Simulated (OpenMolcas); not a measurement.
Rh4+ among 6 point charges of -0.85 e arranged as a tetragonal octahedron (D4h), 2.18 Å from the ion, with the axial distance 2.463 Å.

* Program: OpenMolcas 26.06
* Method: CASSCF
* Basis: ANO-RCC-VDZP [6s5p3d1f]
* Scalar Hamiltonian: DKH2, point nucleus
* Active space: 5 electrons in 5 orbitals (4d)
* State averaging: 2S+1 = 6 even, 1 root; 2S+1 = 4 even, 24 roots; 2S+1 = 2 even, 75 roots
* Spin-orbit coupling: state interaction with AMFI integrals over the reference wave functions

**Question.** What is the spin-free ground state (labels of D4, the rotations of D4h)?

**Answer.** 6A1, 1-fold in its orbital part, 100 % from free-ion S terms; it has the highest spin that d5 allows.

**Question.** What are the lowest two levels with spin-orbit coupling?

**Answer.** A 2-fold level E1/2 with g = 2.00, 5.99, 5.99, then a 2-fold level E3/2 1.0 cm-1 above it. Their leading multiplicities are 6 (99 %) and 6 (99 %).

**Question.** What is χT at 300 K, and how does it compare with the textbook value?

**Answer.** The lowest level has 2S+1 = 6, for which the spin-only value is χT = S(S+1) / 2 = 4.375 cm3 K/mol (g = 2). The computed 4.368 at 300 K differs by -0.007, through a little spin-orbit mixing out of the ground term, against the free-electron g of 2.0023, which raises it.

Without dynamic correlation the repulsion within the d shell is too large (B by tens of per cent), so at a given field states of lower spin stand too high. Point charges give a weaker field than real ligands, and real ions of this kind are as a rule low spin; the high spin found here belongs to the model. This is an electrostatic model: the charges have no orbitals. No measured value stands beside these numbers.
